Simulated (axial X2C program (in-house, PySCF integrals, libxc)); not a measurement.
## Cl or C: which binds elements of chip processing more strongly?

Calculated with an in-house all-electron X2C program for linear molecules (integrals from PySCF), spin-free (one-electron X2C) or two-component (2c: spin–orbit coupling with atomic mean-field Coulomb and Gaunt terms, which also bring small scalar terms), in Dyall basis sets with cores contracted in-house; open shells are unrestricted.

Level CCSD(T), spin-free. Dyall triple-zeta sets: AlCl v3z/av3z; AlC v3z/v3z; SiCl v3z/av3z; SiC v3z/v3z; GaCl cv3z/av3z; GaC cv3z/v3z; GeCl cv3z/av3z; GeC cv3z/v3z. Frozen shells (counts by l): AlCl Cl 2s1p, Al 2s1p, 10 electrons correlated; AlC Al 2s1p, C 1s, 7 electrons correlated; SiCl Cl 2s1p, Si 2s1p, 11 electrons correlated; SiC Si 2s1p, C 1s, 8 electrons correlated; GaCl Ga 3s2p1d, Cl 2s1p, 10 electrons correlated; GaC Ga 3s2p1d, C 1s, 7 electrons correlated; GeCl Ge 3s2p1d, Cl 2s1p, 11 electrons correlated; GeC Ge 3s2p1d, C 1s, 8 electrons correlated. Coupled cluster in natural virtuals with an MP2 remainder. Where the outer core of a metal is frozen, bonds come out longer and ionisation energies lower.

Diatomic bonds are a first guide to the radicals met in plasma etching, cleaning and deposition, though surfaces and higher halides or oxides behave in their own way.

| element M | state of MCl | Re MCl (Å) | D0 MCl (eV) | state of MC | Re MC (Å) | D0 MC (eV) |
| --- | --- | --- | --- | --- | --- | --- |
| Al | M_S = 0, Λ = 0 | 2.158 | 5.06 | M_S = 3/2, Λ = 0 | 1.978 | 3.24 |
| Si | M_S = 1/2, Λ = 1 | 2.089 | 4.15 | M_S = 1, Λ = 1 | 1.723 | 3.97 |
| Ga | M_S = 0, Λ = 0 | 2.235 | 4.72 | M_S = 3/2, Λ = 0 | 2.023 | 2.97 |
| Ge | M_S = 1/2, Λ = 1 | 2.193 | 3.88 | M_S = 1, Λ = 1 | 1.804 | 3.46 |

Work out the energy at 0 K of MCl + C → MC + Cl for each element.

ΔE = D0(MCl) − D0(MC) at CCSD(T), spin-free: Al 1.82, Si 0.18, Ga 1.75, Ge 0.42 eV (negative: the exchange gives off energy).

For which element is the exchange to C most and for which least favourable, and what is the energy of SiCl + AlC → SiC + AlCl?

Si most (0.18 eV), Al least (1.82 eV; too close to rank against Ga). The atoms cancel in the double exchange: ΔE = 0.18 − (1.82) = -1.64 eV, a figure less sensitive to errors in the atoms than D0 itself.

Each entry is the lowest single determinant of a limited PBE0 search at one distance. D0 = De minus the zero-point energy; De goes to single-determinant-based atoms at the same level (for ions the charge split of lowest energy) and is withheld (n/a) where an atom does not fit its ground term or J level. Main or longest-lived isotopes. One determinant is a doubtful description, or other states lie close, for SiC, GeC; these need not be ground states, and all values refer to the states named. Spin-free values lack the spin–orbit lowering of the atoms, a third of the ²P splitting for halogens (0.036 eV for Cl, 0.152 eV for Br from NIST levels). These D0 were not checked against measured values; triple-zeta sets, frozen cores and single determinants leave errors of some tenths of an eV, more for transition metals.
